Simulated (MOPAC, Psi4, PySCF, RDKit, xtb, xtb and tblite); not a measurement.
Two geometries of SMILES OB(O)c1cccs1, singlet, relaxed at GFN2-xTB with one dihedral held; other torsions can differ between them too.

Structure A

```
13

O      2.1873    -1.5238     0.7669
B      1.5579    -0.3991     0.3007
O      0.7859     0.3896     1.0875
C      1.9028     0.1336    -1.1183
C      1.5252     1.3103    -1.7103
C      2.0152     1.4758    -3.0192
C      2.7680     0.4176    -3.4235
S      2.8881    -0.7901    -2.2118
H      1.6707    -2.2359     1.1332
H      0.6473     0.0839     1.9850
H      0.9096     2.0296    -1.2011
H      1.8180     2.3389    -3.6301
H      3.2623     0.2753    -4.3642
```

Structure B

```
13

O     -0.2319    -0.7589     0.3289
B     -1.5334    -0.3929     0.3962
O     -1.8497     0.8047     0.9575
C     -2.5807    -1.2980    -0.3305
C     -2.3740    -2.4860    -0.9764
C     -3.5403    -3.0550    -1.5263
C     -4.6439    -2.2976    -1.2957
S     -4.2722    -0.8790    -0.4064
H      0.3174    -0.4135     1.0319
H     -2.7723     1.0546     0.9412
H     -1.3967    -2.9275    -1.0495
H     -3.5580    -3.9844    -2.0674
H     -5.6577    -2.4813    -1.5918
```

### Question
Which is lower in energy at the level Psi4 with DF-MP2 (frozen core)/cc-pVTZ // GFN2-xTB, and by how much?

### Answer
B is lower, by 4.60 kcal/mol (dihedral H9–O1–B2–O3: 60° in A, 30° in B).

E(B) − E(A) in kcal/mol at the other levels, on the same two geometries: GFN2-xTB (xtb and tblite) -5.20; B3LYP/def2-SVP // GFN2-xTB (Psi4) -4.48; B3LYP-D3(BJ)/def2-SVP // GFN2-xTB (Psi4) -4.67; PBE/def2-SVP // GFN2-xTB (Psi4) -4.63; PBE-D3(BJ)/def2-SVP // GFN2-xTB (Psi4) -4.74; HF/cc-pVTZ // GFN2-xTB (Psi4) -4.44; UFF // GFN2-xTB (RDKit) 4.35; PM3, restricted, heats of formation // GFN2-xTB (MOPAC) -4.26; PM6, restricted, heats of formation // GFN2-xTB (MOPAC) -3.16; GFN1-xTB // GFN2-xTB (xtb) -3.05; restricted B3LYP/6-31G*, spherical d, density fitting // GFN2-xTB (PySCF) -4.76; restricted Hartree-Fock/STO-3G // GFN2-xTB (PySCF) -7.03; restricted Hartree-Fock/LANL2DZ, with its core potentials past Ne // GFN2-xTB (PySCF) -5.13; restricted Hartree-Fock/3-21G // GFN2-xTB (PySCF) -4.37.
